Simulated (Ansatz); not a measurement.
Species: H₄B₄, SMILES `BBB=B` (B–B–B–B torsion 44°, B–B–B–H torsion 92°) (charge 0, multiplicity 1), formula H4B4.

**Question.** How many basis functions does frozen-core CCSD(T)/cc-pVTZ // B3LYP-D3(BJ)/def2-TZVP in Ansatz (a quantum-chemistry and plane-wave program) use, how many core orbitals are frozen, and how many electrons are correlated?

**Answer.** 176 basis functions and 4 frozen orbitals, which leaves 16 correlated electrons. Core time is of the order of seconds.
